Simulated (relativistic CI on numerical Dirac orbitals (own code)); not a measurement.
# Radial parameters of Ti XII

Method of calculation: Dirac-Coulomb-Breit CI, orbitals from a KLI potential per configuration, QED by a radiative potential, unscaled Slater integrals (own radial code, finite nucleus).

Slater integrals F^k, G^k are unscaled and averaged over j, outside the closed core [Ne]; ζ comes from projecting the Hamiltonian with its Breit term on Σ l·s of the shell.

- 3p: ζ(3p) = 5713.3 cm⁻¹; <r>(3p) = 0.8536, <r^2>(3p) = 0.8376 (bohr units).
- 3d: ζ(3d) = 326.54 cm⁻¹; <r>(3d) = 0.8048, <r^2>(3d) = 0.7506 (bohr units).
- 4p: ζ(4p) = 2180.6 cm⁻¹; <r>(4p) = 1.664, <r^2>(4p) = 3.144 (bohr units).

Averages of the first 10 configurations, taken without configuration mixing, which lowers the lowest level and can move excited configurations by several eV; other configurations of the list can lie among them:

| Configuration | Parity | States | Average energy above the lowest level (eV) |
| --- | --- | --- | --- |
| 3s | even | 2 | 0.0 |
| 3p | odd | 6 | 26.6 |
| 3d | even | 10 | 62.4 |
| 4s | even | 2 | 140.2 |
| 4p | odd | 6 | 150.5 |
| 4d | even | 10 | 163.5 |
| 4f | odd | 14 | 168.2 |
| 5s | even | 2 | 198.7 |
| 5p | odd | 6 | 203.7 |
| 5d | even | 10 | 209.9 |
